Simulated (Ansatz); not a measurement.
Ansatz (a first-principles code) input (B97M-V/def2-TZVPD):

Ansatz 0.2 input:
```yaml
crystal:
  periodic: [false, false, false]
  atoms:
    - {symbol: C, position_ang: [1.58952779, 0.18519464, -0.29336515]}
    - {symbol: O, position_ang: [0.33224303, -0.47033308, -0.35058382]}
    - {symbol: Si, position_ang: [-1.04297285, 0.05714870, 0.39254269]}
    - {symbol: H, position_ang: [1.48670616, 1.26255119, -0.45660647]}
    - {symbol: H, position_ang: [2.07172260, 0.01806385, 0.67348257]}
    - {symbol: H, position_ang: [2.22124324, -0.23093011, -1.07764055]}
    - {symbol: H, position_ang: [-1.21941669, 1.52218278, 0.14501604]}
    - {symbol: H, position_ang: [-2.15374631, -0.72045266, -0.21498786]}
basis:
  gaussian:
    orbitals: def2-TZVPD
hamiltonian:
  xc: {name: B97M-V}
magnetization: {spin_polarized: true, initial_magnetization: 1}
output: {forces: true}
```

Output:

```
Functional definition: B97M-V
integrals: 0.08 GiB planned
888 factors; their error is unknown
0.32 GiB of the device are held for the grids
0.67 GiB of device memory are held for the factors and their scratch space
mean field: 0.92 GiB planned
mean field evaluation 1: about -11035.1785 eV, gradient 3.8e1 eV
mean field evaluation 2: about -11002.6604 eV, gradient 9.1e1 eV
mean field evaluation 4: about -11041.0028 eV, gradient 6.0e0 eV
mean field evaluation 8: about -11041.1611 eV, gradient 8.1e-2 eV
mean field evaluation 16: about -11041.1354 eV, gradient 1.0e-4 eV
mean field -11041.13536556 eV, -405.7542407341 hartree, gradient 2.7e-5 eV, S^2 0.752204; 0 other end points of the search recorded, 0 dependent functions left out
the calculation of the forces begins
reference -11041.13543205 eV, -405.7542431774 hartree; 17, 16 occupied and 148, 149 virtual orbitals, 888 factors
Total energy: -11041.13543205 eV, -405.7542431774 hartree
Atom 0 at     1.589528     0.185195    -0.293365 Å, force    -0.119194     0.002688     0.028909 eV/Å
Atom 1 at     0.332243    -0.470333    -0.350584 Å, force    -0.021535     0.097395     0.057310 eV/Å
Atom 2 at    -1.042973     0.057149     0.392543 Å, force     0.344018    -0.095403    -0.023177 eV/Å
Atom 3 at     1.486706     1.262551    -0.456606 Å, force     0.017788    -0.141664     0.026111 eV/Å
Atom 4 at     2.071723     0.018064     0.673483 Å, force    -0.064442     0.024291    -0.137558 eV/Å
Atom 5 at     2.221243    -0.230930    -1.077641 Å, force    -0.113152     0.057711     0.124244 eV/Å
Atom 6 at    -1.219417     1.522183     0.145016 Å, force    -0.013122     0.076438    -0.031809 eV/Å
Atom 7 at    -2.153746    -0.720453    -0.214988 Å, force    -0.030360    -0.021457    -0.044030 eV/Å
Dipole moment:     0.230115     0.128059     0.035684 e Å
```

It need not be the lowest isomer of its formula.
